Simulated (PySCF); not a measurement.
Calculation: PySCF with PBE-D3(BJ)/def2-TZVP // B3LYP-D3(BJ)/def2-TZVP. Isolated molecules, 0 K electronic values unless said otherwise. One relaxed conformer stands for a flexible species; it need not be the lowest. Excitations are Tamm–Dancoff values on a coarser integration grid. The basis has no diffuse functions, so Rydberg states are missing or too high.

Reference species (SMILES): `OC1BB1` (neutral, multiplicity 1).

```json
{
  "S1 oscillator strength": "0.004",
  "LUMO": "-1.73 eV",
  "S1 excitation (TDA)": "4.48 eV",
  "T1 excitation (TDA)": "3.47 eV"
}
```

After one change: the S1 oscillator strength is nearly the same; the LUMO falls by 1.88 eV; the S1 excitation (TDA) drops by 1.48 eV; the T1 excitation (TDA) falls by 1.40 eV.

### Question
What was changed between the two runs? The new species is one of these.
(A) `B1BOC1`
(B) `B=BOC`
(C) `BCB=O`
(D) `B=BCO`

### Answer
A, `B1BOC1`
